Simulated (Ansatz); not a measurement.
This geometry of BClH2 + BrH (6 atoms, charge 0, multiplicity 1) is a first-order saddle point.

All numbers below come from Ansatz, RKS BHLYP/def2-SVP.

```xyz
6
Properties=species:S:1:pos:R:3
B 0.013 -0.220 0.086
Cl 0.004 0.256 2.016
H 1.055 0.085 -0.393
H -1.049 0.018 -0.387
Br 0.082 -2.357 0.507
H 0.050 -1.296 1.820
```

(1) Which two structures does it join? (They come from a converged band through this point; their orientation in space is the band's.)

(2) How far does it lie above each of them?

Results:

(1) Bonds broken: B1–Cl2, Br5–H6. Bonds formed: B1–Br5, Cl2–H6. BClH2 + BrH becomes BBrH2 + ClH.

First end point:

```xyz
6
Properties=species:S:1:pos:R:3
B -0.015 0.380 0.035
Cl -0.034 0.845 1.722
H 1.042 0.272 -0.504
H -1.059 0.227 -0.516
Br 0.109 -3.017 0.870
H 0.112 -2.221 2.041
```

Last end point:

```xyz
6
Properties=species:S:1:pos:R:3
B 0.017 -0.491 -0.425
Cl 0.008 0.265 2.590
H 1.050 0.088 -0.538
H -1.053 0.017 -0.527
Br 0.083 -2.388 -0.197
H 0.049 -1.005 2.746
```

(2) 87.1 kJ/mol above the first and 73.9 kJ/mol above the second. This is the barrier of this one path; another mechanism may lie lower. The orbitals stay closed-shell, which can raise the energy where a bond breaks towards radicals; this wasn't checked here.

Time of the run: 2.1 min on 1 thread of AMD EPYC 7B13 (Zen 3), with other jobs on the host, peak memory 0.18 GiB.
